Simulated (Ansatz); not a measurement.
An input meant for [TcS4]- (TcS4⁻) (charge -1, singlet; atoms displaced at random, 0.08 Å in each coordinate).

```yaml
crystal:
  periodic: [false, false, false]
  atoms:
    - {symbol: Tc, position_ang: [-0.054820, 0.101124, 0.035001]}
    - {symbol: S, position_ang: [-0.091570, 0.038138, 2.106579]}
    - {symbol: S, position_ang: [1.975127, 0.054952, -0.653262]}
    - {symbol: S, position_ang: [-0.903548, 1.622360, -0.782581]}
    - {symbol: S, position_ang: [-1.039668, -1.666439, -0.707740]}
basis:
  gaussian: {orbitals: def2-mTZVP, nuclear_model: gaussian}
total_charge: -1
hamiltonian: {xc: {name: wB97X-D}}
scf: {omitted_lower_state_checks: [starts]}
output: {forces: true}
```

```sh
$ ansatz run in.yaml --threads 2 --pin off --events-out ev --progress --plain --max-ram 4352MiB
```

It prints (some lines left out):

```
Error: YAML parse error: error: line 12 column 19: hamiltonian.xc: no functional is named "wB97X-D"; the names, which are not case-sensitive, are SVWN5, SPW92, PBE, PBE0, PBEsol, revPBE, revPBE0, RPBE, rPW86-PBE, HSE06, wPBEh, LC-wPBE, HISS, HF, BLYP, B3LYP, B3LYP5, BHLYP, CAM-B3LYP, r2SCAN, r2SCANh, r2SCAN0, r2SCAN50, m-r2SCAN, B97, wB97, wB97X, wB97X-V, B97M-V, wB97M-V, B2PLYP, B2GP-PLYP, PBE0-DH, PBE-QIDH
10 |   gaussian: {orbitals: def2-mTZVP, nuclear_model: gaussian}
11 | total_charge: -1
12 | hamiltonian: {xc: {name: wB97X-D}}
13 | scf: {omitted_lower_state_checks: [starts]}
14 | output: {forces: true}
```

Q: What is wrong with this run?

A: The method's name isn't one that the program takes here. The input was rejected before any iteration.
